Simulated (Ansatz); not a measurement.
A run for Ansatz (an electronic-structure program): U-B3LYP/def2-TZVPP on CH6InN (SMILES [CH3][InH][NH2]), a point of a bond scan (R = 0.981 Å). Elements past Kr take the def2 small-core potentials; no spin–orbit coupling.

Ansatz 0.2 input:
```yaml
crystal:
  periodic: [false, false, false]
  atoms:
    - {symbol: In, position_ang: [-0.19752538, -0.13187274, -0.17252637]}
    - {symbol: H, position_ang: [-1.33035343, -1.07031689, -1.06853503]}
    - {symbol: C, position_ang: [0.47968627, 1.91006392, -0.40323080]}
    - {symbol: H, position_ang: [0.90689501, 2.02678928, -1.27849842]}
    - {symbol: H, position_ang: [1.19643939, 2.15403667, 0.37930391]}
    - {symbol: H, position_ang: [-0.36525754, 2.59563687, -0.34110707]}
    - {symbol: N, position_ang: [0.65166297, -1.12881397, 1.37891550]}
    - {symbol: H, position_ang: [1.33462167, -0.73106337, 2.00385292]}
    - {symbol: H, position_ang: [0.44917276, -2.08497332, 1.62300437]}
basis:
  gaussian:
    orbitals: def2-TZVPP
hamiltonian:
  xc: {name: B3LYP}
magnetization: {spin_polarized: true, initial_magnetization: 0}
```

Program output:

```
WARN ansatz: RAYON_NUM_THREADS=1 ignored (pool sized by the plan → 1); use --threads N
Functional definition: B3LYP
integrals: 0.09 GiB planned
1154 factors; their error is unknown
mean field: 1.13 GiB planned
mean field evaluation 1: about -7784.2055 eV, gradient 6.5e1 eV
mean field evaluation 2: about -7732.3197 eV, gradient 1.0e2 eV
mean field evaluation 4: about -7801.0095 eV, gradient 1.1e1 eV
mean field evaluation 8: about -7801.5887 eV, gradient 2.6e-1 eV
mean field evaluation 16: about -7801.5889 eV, gradient 2.2e-5 eV
mean field -7801.58885503 eV, -286.7031023155 hartree, gradient 2.2e-5 eV, S^2 0.000000; 0 other end points of the search recorded, 0 dependent functions left out
reference -7801.58914323 eV, -286.7031129066 hartree; 20, 20 occupied and 176, 176 virtual orbitals, 1154 factors
Total energy: -7801.58914323 eV, -286.7031129066 hartree
```

The run converged.

Cost: around 6 core-seconds (rough).
